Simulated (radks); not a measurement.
Values are calculated unless marked as measured or tabulated.
Ionisation of the manganese ion Mn23+, [He], to Mn24+, 1s1, under several functionals. Non-relativistic Kohn-Sham, spin-polarised, spherical densities, point nucleus; open shells are filled with parallel spins first; a radial shooting solver on a logarithmic mesh with Libxc functionals.

functional                               E(Mn23+) (hartree)  Exc (hartree)  IE (eV)  -e(HOMO) (eV)  <r> HOMO (bohr)  IE error (eV)
BLYP                                             -609.40948      -15.31792   8081.2         7928.8          0.06097          -59.6
BP86                                             -609.52648      -15.43642   8083.5         7929.7          0.06097          -57.3
LDA (Slater exchange, VWN5 correlation)          -607.55727      -13.44268   8057.4         7908.1          0.06107          -83.4
exchange-only PBE                                -609.17249      -15.07801   8077.3         7925.7          0.06099          -63.5
PW91                                             -609.28807      -15.19446   8079.5         7928.1          0.06098          -61.3
exchange-only r2SCAN                             -609.49025      -15.40338   8081.5         7944.4          0.06094          -59.3
HCTH/407                                         -609.12612      -15.03388   8077.6         7926.5          0.06097          -63.2

NIST Atomic Spectra Database: 8140.8 eV (theoretical). Closest: BP86. The Delta-SCF values span 26.04 eV, the total energies 1.97 hartree. The highest occupied level is 1s.
